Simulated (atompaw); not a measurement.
Before and after: PAW (atompaw) potential for Ti

- Element: Ti
- Generator: atompaw 4.2.0.5
- Type: PAW
- Functional: LDA (PW92)
- Relativity: scalar-relativistic
- Frozen core: [Ar]
- Valence charge: 4
- Reference configuration: 3d2 4s2 4p0
- Partial waves: 4s (bound): rc 3.00 bohr; 4s channel at 3.75 Ry: rc 3.00 bohr; 4p (bound, empty): rc 3.00 bohr; 4p channel at 1 Ry: rc 2.75 bohr; 3d (bound): rc 2.45 bohr; 3d channel at 1.2 Ry: rc 3.00 bohr
- Local potential: troulliermartins scheme with l = 3 at -0.5 Ry, radius 2.40 bohr
- Core correction: smooth core density matched at 2.75 bohr
- Augmentation charge: gaussian compensation charge, radius 2.20 bohr; PAW radius 3.00 bohr; waves and projectors: custom rrkj vanderbiltortho

Change: core [Ne], valence charge 12; reference 3s2 3p6 3d2.5 4s1.5 4p0; waves now 3s (bound): rc 1.40 bohr; 4s (bound): rc 2.60 bohr; 3p (bound): rc 1.80 bohr; 4p (bound): rc 2.00 bohr; 3d (bound): rc 2.60 bohr; 3d channel at 2.6 Ry: rc 2.60 bohr; local potential troulliermartins scheme with l = 3 at -0.5 Ry, radius 2.20 bohr; core correction smooth core density matched at 2.20 bohr; augmentation gaussian compensation charge, radius 2.35 bohr; PAW radius 2.60 bohr; waves and projectors: custom rrkj vanderbiltortho.

Cutoffs: the cutoffs (Ry, on a coarse ladder) from which the occupation-weighted sum of valence levels, in a spherical-Bessel basis at the reference potential, stays within 10 and 1 mRy of its value at 400 Ry; they do not see the model core or the augmentation charge, which bear on the density cutoff.

Q: What does the change do?

A: The potential gets harder (15 Ry and 18 Ry → 25 Ry and 45 Ry); the bound ghost in s disappears. The added semicore shells are compact, so their waves need more plane waves. Several settings change at once here, so the effects cannot be laid on one of them.

```
                            quantity                    base                 changed
                       cutoff, loose                   15 Ry                   25 Ry
                       cutoff, tight                   18 Ry                   45 Ry
                        bound ghosts                       s                    none
lowest overlap eigenvalue by channel  s 0.01, p 0.93, d 0.75  s 0.39, p 0.12, d 0.84
```

 A true bound ghost makes a file unfit for plane-wave use even where its test errors are small: the radial tests pick states by their node count and pass the ghost by. The cutoffs see the waves, projectors and local potential, not the compensation charge or the core.
